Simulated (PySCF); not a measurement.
## Fractional electron number in Mo²⁺ (molybdenum, charge +2)

The 4d alpha orbital of [Kr] 4d4 is emptied in steps (occupation f), with all orbitals relaxed, ending at [Kr] 4d3. All numbers are calculated (PySCF 2.14, a scalar-relativistic core potential, in def2-TZVPPD with the def2 core potential (28 electrons) (6s4p3d2f1g, 56 functions)). The exact energy is a straight line in f; departures are measured from the line between the end points of the same method.

```csv
f,BHandHLYP (eV),wB97X (eV),M06-2X (eV)
1,0.000,0.000,0.000
0.8,-0.400,-0.250,-0.420
0.6,-0.601,-0.374,-0.630
0.4,-0.604,-0.372,-0.630
0.2,-0.404,-0.245,-0.420
0,0.000,0.000,0.000
```

```json
{"method": "BHandHLYP", "E(f=0) − E(f=1) (eV)": "26.893", "−ε at f=1 (eV)": "24.407", "−ε at f=0.4 (eV)": "27.386"}
{"method": "wB97X", "E(f=0) − E(f=1) (eV)": "26.785", "−ε at f=1 (eV)": "25.225", "−ε at f=0.4 (eV)": "27.114"}
{"method": "M06-2X", "E(f=0) − E(f=1) (eV)": "27.242", "−ε at f=1 (eV)": "24.621", "−ε at f=0.4 (eV)": "27.770"}
```

Orbital energy along the path (eV):

| f | BHandHLYP | wB97X | M06-2X |
| --- | --- | --- | --- |
| 1 | -24.407 | -25.225 | -24.621 |
| 0.8 | -25.387 | -25.848 | -25.665 |
| 0.6 | -26.382 | -26.482 | -26.716 |
| 0.4 | -27.386 | -27.114 | -27.770 |
| 0.2 | -28.399 | -27.721 | -28.814 |
| 0 | -29.435 | -28.292 | -29.887 |

Reference removal energy between the ground levels: 27.13 ± 0.12 eV (semi-empirical (NIST evaluation); NIST Atomic Spectra Database, ionization energies). The calculation has no spin-orbit coupling. The determinant left behind need not be the lowest term of the ion.
